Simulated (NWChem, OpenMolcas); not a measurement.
## How basis sets differ on RuO4 (ruthenium tetroxide)

RuO4: 5 atoms, total charge 0, spin state singlet. SMILES: `[O]=[Ru](=[O])(=[O])=[O]`. The coordinates come from a PBE0-D4/def2-TZVP relaxation.

Each level gives the HOMO–LUMO gap (eV). The values are calculated.

```json
{"level": "HF/ANO-R0 (sfX2C)", "kind": "Hartree–Fock", "program": "OpenMolcas", "value (eV)": "10.64", "CPU time": "9.9 s"}
{"level": "HF/ANO-RCC-MB (DKH2)", "kind": "Hartree–Fock", "program": "OpenMolcas", "value (eV)": "10.83", "CPU time": "6 s"}
{"level": "HF/STO-3G", "kind": "Hartree–Fock", "program": "OpenMolcas", "value (eV)": "11.37", "CPU time": "5.1 s"}
{"level": "HF/3-21G", "kind": "Hartree–Fock", "program": "OpenMolcas", "value (eV)": "11.33", "CPU time": "7.7 s"}
{"level": "HF/def2-SVP (core potential)", "kind": "Hartree–Fock", "program": "NWChem", "value (eV)": "11.95", "CPU time": "22 s"}
```

All-electron rows without a relativistic Hamiltonian named are non-relativistic, while core potentials hold scalar relativity, so basis and relativity change together. The values span 10.64 to 11.95 eV. A Hartree–Fock LUMO above zero doesn't converge with the basis: it sinks as sets grow more diffuse. Orbital gaps aren't excitation energies. Times are those of the runs behind each value, whatever else they computed, on shared processors of several kinds: orders of magnitude only.
